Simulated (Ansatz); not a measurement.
A nudged elastic band was laid between two geometries of CHO₂Si (5 atoms, charge 0, multiplicity 2).

Computed with Ansatz 0.2.0, UKS CAM-B3LYP/def2-SVP.

```yaml
movable_images: 7
climbing_image: yes
spring: 5.0 eV/Å²
optimiser: quadratic models (default)
start_path: through a guess of the saddle point
force_threshold: 0.05 eV/Å
iteration_limit: 60
end_points: relaxed
```

Image 0:

```xyz
5
Properties=species:S:1:pos:R:3
O -0.536 1.204 -0.083
Si -0.763 -0.403 -0.536
C 0.815 -1.014 0.288
O 1.719 -1.582 0.717
H -1.234 1.795 -0.385
```

Image 8:

```xyz
5
Properties=species:S:1:pos:R:3
O -0.570 1.683 0.946
Si -0.514 0.502 -0.028
C 0.791 -0.786 0.098
O 1.365 -1.750 0.371
H -1.073 0.352 -1.386
```

Question: What changes between the two ends?

Answer: Bonds broken: O1–H5. Bonds formed: Si2–H5.

Question: What energy profile does the band end with?

Answer: The run ended unconverged. The highest image is number 3 of 0 to 8, 2.25 eV above the first end and 1.41 eV above the last; the last end lies 0.83 eV above the first. The band didn't meet its force threshold, so its energies are provisional: the largest band force was still 0.30 eV/Å, and over the last iterations the top stayed at 2.25 eV.

| image | path coordinate (Å) | energy (eV) | O1–H5 (Å) | Si2–H5 (Å) |
| --- | --- | --- | --- | --- |
| 0 | 0.00 | 0.00 | 0.96 | 2.25 |
| 1 | 1.05 | 0.50 | 0.96 | 2.32 |
| 2 | 2.11 | 0.54 | 0.97 | 2.30 |
| 3 | 3.17 | 2.25 | 1.36 | 1.61 |
| 4 | 4.66 | 1.00 | 2.67 | 1.50 |
| 5 | 6.16 | 1.09 | 2.64 | 1.53 |
| 6 | 7.66 | 1.15 | 2.64 | 1.53 |
| 7 | 9.11 | 1.10 | 2.64 | 1.53 |
| 8 | 10.57 | 0.83 | 2.73 | 1.48 |

The band took 60 iterations and about 8 core-minutes.

Run time: 4.3 min on 2 threads of AMD EPYC 9R45 96-Core Processor (Zen 5), with other jobs on the host, peak memory 0.21 GiB.
